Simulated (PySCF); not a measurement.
Job for PySCF: R-HF/STO-3G on C2H6BCl (SMILES CCBCl), a point of a torsion scan.

```python
from pyscf import gto, scf, dft, mp
from pyscf.data.elements import chemcore

mol = gto.M(
    atom='''
    C    -1.19349375    0.53174149   -0.13395671
    C     0.04014878   -0.38570849   -0.05591406
    B     0.65167262   -0.62702999    1.37956634
    Cl    2.05755533   -1.56269315    1.53574892
    H    -1.47543002    0.89437451    0.85085684
    H    -2.04802534    0.00624588   -0.55156372
    H    -0.99719558    1.39712876   -0.76123853
    H     0.82000768    0.00105659   -0.71859937
    H    -0.21014318   -1.35923308   -0.48974791
    H     0.17509397   -0.19271627    2.36066424
    ''',
    basis='sto-3g',
    charge=0, spin=0, verbose=3, max_memory=1800)
mf = scf.RHF(mol)
mf.conv_tol = 1e-8
mf.max_cycle = 100
mf.kernel()
if not mf.converged:
    mf = mf.newton().run(mf.mo_coeff, mf.mo_occ)
```

Program output:

```
converged SCF energy = -557.296925745354
```

The run converged.

Cost: about 0.4 core-seconds (a rough figure).
